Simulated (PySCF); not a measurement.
Cl2O2W, charge +1, doublet, at a GFN2-xTB geometry (such geometries of metal compounds can be far from the true shape) (the multiplicity is a formal guess) (core potentials on W). Base run: DF-TPSS/def2-SV(P) run with PySCF.

Input for PySCF:
```python
from pyscf import gto, scf, dft

mol = gto.Mole()
mol.atom = '''
    W     0.202142   -0.040160    0.066434
    O     1.459111   -0.600861   -0.924353
    O     0.762623    0.159460    1.654523
    Cl   -0.516689    1.834262   -0.680333
    Cl   -1.408745   -1.451729    0.047542
'''
mol.basis = 'def2-sv(p)'
mol.ecp = {'W': 'def2-sv(p)'}
mol.charge = 1
mol.spin = 1
mol.verbose = 4
mol.build()

mf = dft.UKS(mol)
mf.xc = 'tpss'
mf = mf.density_fit(auxbasis='def2-universal-jkfit')
mf.kernel()
mf.analyze()
```

Variants of this job, named by their change:

```
change              basis functions       E (Eh)   HOMO (eV)  core-seconds (rough)
------------------  ---------------  -----------  ----------  --------------------
base                             89  -1137.36766      -14.83                    30
basis = LANL2DZ                  56   -247.89421      -15.17                    20
basis = def2-SVP         (withheld)   (withheld)  (withheld)                    40
basis = def2-SVPD               135  -1137.42762      -14.73                    60
basis = def2-TZVP               176  -1137.93411      -14.61                    70
basis = def2-TZVPP       (withheld)   (withheld)  (withheld)                    80
basis = def2-TZVPD              215  -1137.93656      -14.59                   100
```

### Question
Complete the blanks.

### Answer

- basis = def2-SVP, basis functions: 96
- basis = def2-SVP, E (Eh): -1137.40723
- basis = def2-SVP, HOMO (eV): -14.81
- basis = def2-TZVPP, basis functions: 202
- basis = def2-TZVPP, E (Eh): -1137.94016
- basis = def2-TZVPP, HOMO (eV): -14.60

Totals compare only among sets that treat the same electrons; sets with core potentials leave the core out.

Open shells are given as the SCF converged; they aren't shown to be the lowest states, and a large step between rows can be another state.
